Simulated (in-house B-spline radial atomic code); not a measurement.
Ionisation energies along the 30-electron series, configuration [Ar] 3d10 4s2, as differences of self-consistent energies. NIST's values go from ground level to ground level; the uncertainty of those that are theory runs from under 0.1 % in few-electron ions to several per cent in heavy many-electron ones. Computed with a radial B-spline atomic code at the basis-set limit: non-relativistic Hartree-Fock, average of the configuration, point nuclei.

This level leaves out relativity, spin-orbit splitting included, which matters for heavy ions.

```json
{"ion": "Pr29+", "configuration after": "[Ar] 3d10 4s1", "ionisation energy (eV)": "1083.8", "IE/(q+1)² (eV)": "1.2042", "-ε less Coulomb ΔSCF (eV)": "0.20763", "tabulated value (eV)": "1124", "tabulated kind": "tabulated theory", "computed minus tabulated (eV)": "-40.2"}
{"ion": "Nd30+", "configuration after": "[Ar] 3d10 4s1", "ionisation energy (eV)": "1147.0", "IE/(q+1)² (eV)": "1.1936", "-ε less Coulomb ΔSCF (eV)": "0.20816", "tabulated value (eV)": "1191", "tabulated kind": "tabulated theory", "computed minus tabulated (eV)": "-44.0"}
{"ion": "Pm31+", "configuration after": "[Ar] 3d10 4s1", "ionisation energy (eV)": "1212.0", "IE/(q+1)² (eV)": "1.1836", "-ε less Coulomb ΔSCF (eV)": "0.20868", "tabulated value (eV)": "1261", "tabulated kind": "tabulated theory", "computed minus tabulated (eV)": "-49.0"}
{"ion": "Sm32+", "configuration after": "[Ar] 3d10 4s1", "ionisation energy (eV)": "1278.7", "IE/(q+1)² (eV)": "1.1742", "-ε less Coulomb ΔSCF (eV)": "0.20918", "tabulated value (eV)": "1332", "tabulated kind": "tabulated theory", "computed minus tabulated (eV)": "-53.3"}
{"ion": "Eu33+", "configuration after": "[Ar] 3d10 4s1", "ionisation energy (eV)": "1347.1", "IE/(q+1)² (eV)": "1.1653", "-ε less Coulomb ΔSCF (eV)": "0.20967", "tabulated value (eV)": "1406", "tabulated kind": "tabulated theory", "computed minus tabulated (eV)": "-58.9"}
{"ion": "Gd34+", "configuration after": "[Ar] 3d10 4s1", "ionisation energy (eV)": "1417.2", "IE/(q+1)² (eV)": "1.1569", "-ε less Coulomb ΔSCF (eV)": "0.21015", "tabulated value (eV)": "1481", "tabulated kind": "tabulated theory", "computed minus tabulated (eV)": "-63.8"}
{"ion": "Tb35+", "configuration after": "[Ar] 3d10 4s1", "ionisation energy (eV)": "1489.0", "IE/(q+1)² (eV)": "1.1489", "-ε less Coulomb ΔSCF (eV)": "0.21062", "tabulated value (eV)": "1559", "tabulated kind": "tabulated theory", "computed minus tabulated (eV)": "-70.0"}
{"ion": "Dy36+", "configuration after": "[Ar] 3d10 4s1", "ionisation energy (eV)": "1562.6", "IE/(q+1)² (eV)": "1.1414", "-ε less Coulomb ΔSCF (eV)": "0.21107", "tabulated value (eV)": "1638", "tabulated kind": "tabulated theory", "computed minus tabulated (eV)": "-75.4"}
{"ion": "Ho37+", "configuration after": "[Ar] 3d10 4s1", "ionisation energy (eV)": "1637.8", "IE/(q+1)² (eV)": "1.1342", "-ε less Coulomb ΔSCF (eV)": "0.21152", "tabulated value (eV)": "1719", "tabulated kind": "tabulated theory", "computed minus tabulated (eV)": "-81.2"}
{"ion": "Er38+", "configuration after": "[Ar] 3d10 4s1", "ionisation energy (eV)": "1714.7", "IE/(q+1)² (eV)": "1.1274", "-ε less Coulomb ΔSCF (eV)": "0.21195", "tabulated value (eV)": "1803", "tabulated kind": "tabulated theory", "computed minus tabulated (eV)": "-88.3"}
{"ion": "Tm39+", "configuration after": "[Ar] 3d10 4s1", "ionisation energy (eV)": "1793.4", "IE/(q+1)² (eV)": "1.1209", "-ε less Coulomb ΔSCF (eV)": "0.21237", "tabulated value (eV)": "1889", "tabulated kind": "tabulated theory", "computed minus tabulated (eV)": "-95.6"}
{"ion": "Yb40+", "configuration after": "[Ar] 3d10 4s1", "ionisation energy (eV)": "1873.7", "IE/(q+1)² (eV)": "1.1147", "-ε less Coulomb ΔSCF (eV)": "0.21279", "tabulated value (eV)": "1978", "tabulated kind": "tabulated theory", "computed minus tabulated (eV)": "-104.3"}
{"ion": "Lu41+", "configuration after": "[Ar] 3d10 4s1", "ionisation energy (eV)": "1955.8", "IE/(q+1)² (eV)": "1.1087", "-ε less Coulomb ΔSCF (eV)": "0.21319", "tabulated value (eV)": "2067", "tabulated kind": "tabulated theory", "computed minus tabulated (eV)": "-111.2"}
{"ion": "Hf42+", "configuration after": "[Ar] 3d10 4s1", "ionisation energy (eV)": "2039.6", "IE/(q+1)² (eV)": "1.1031", "-ε less Coulomb ΔSCF (eV)": "0.21359", "tabulated value (eV)": "2159", "tabulated kind": "tabulated theory", "computed minus tabulated (eV)": "-119.4"}
{"ion": "Ta43+", "configuration after": "[Ar] 3d10 4s1", "ionisation energy (eV)": "2125.1", "IE/(q+1)² (eV)": "1.0977", "-ε less Coulomb ΔSCF (eV)": "0.21397", "tabulated value (eV)": "2254", "tabulated kind": "tabulated theory", "computed minus tabulated (eV)": "-128.9"}
```
